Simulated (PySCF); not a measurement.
**Two-dimensional NMR puzzle**

Compound of formula C₅H₁₄Si₃. Correlations simulated from computed shifts and the bond graph:

HSQC (one-bond C–H):
| δH | δC |
| --- | --- |
| 6.51 | 144.7 |
| 6.14 | 142.8 |
| 6.00 | 142.8 |
| 0.70 | 4.8 |
| 0.35 | 4.8 |
| -0.23 | -4.4 |

COSY cross peaks (H two or three bonds apart, from the bond graph; peaks can be absent where the dihedral angle is near 90°):
| δH | δH |
| --- | --- |
| 6.51 | 6.14 |
| 6.51 | 6.00 |
| 6.14 | 6.00 |
| 0.70 | 0.35 |
| 0.70 | -0.23 |
| 0.35 | -0.23 |

HMBC (two and three bonds, from the bond graph):
| δH | δC |
| --- | --- |
| 6.51 | 142.8, -4.4 |
| 6.14 | 144.7 |
| 6.00 | 144.7 |
| 3.37 | 144.7, -4.4 |
| 0.70 | 4.8, -4.4 |
| 0.35 | 4.8, -4.4 |
| -0.23 | 144.7, 4.8 |

- geometry from PBE0-D3(BJ)/def2-SVP
- B3LYP/pcSseg-1 with gauge-including orbitals
- code: PySCF
- a single conformation, no solvent model, non-relativistic Hamiltonian, rapidly exchanging positions averaged

Shifts are taken against calculated references (same method and geometry level): 1H (σ = 31.38 ppm) and 13C (σ = 179.24 ppm) against TMS.

Exchangeable hydrogens are left out of these lists.

Problem. Which molecule is this?

Solution. SMILES C=C[Si]([SiH3])([SiH3])C1CC1.

Mapped SMILES: `[CH2:1]=[CH:2][Si:3]([SiH3:4])([SiH3:5])[CH:6]1[CH2:7][CH2:8]1` (H(Xn): hydrogen on atom n). Ha(C1) is cis to Si3; Ha(C7), Ha(C8) are cis to Si3 on the ring; Hb(C1) is trans to Si3; Hb(C7), Hb(C8) are trans to Si3 on the ring.

δC 144.7 is C2, an alkene CH (δH 6.51). δC 142.8 is C1, a terminal =CH2 carbon (δH 6.00, 6.14). δC 4.8 is C7/C8, a three-membered-ring carbon (δH 0.35, 0.70). δC -4.4 is C6, a three-membered-ring carbon (δH -0.23). COSY links 6.51–6.14, 6.51–6.00, 6.14–6.00, 0.70–0.35, 0.70–-0.23, 0.35–-0.23.

This is the structure that produced the data.

Shifts are as computed. Against solution values, carbons near 30 ppm lie about +2 ppm off and those near 130 ppm about +6 ppm. Of 1211 compounds with measured shifts, 218 miss one by over three times the rms of a fit or turn the order of signals round; such compounds aren't used in these exercises.
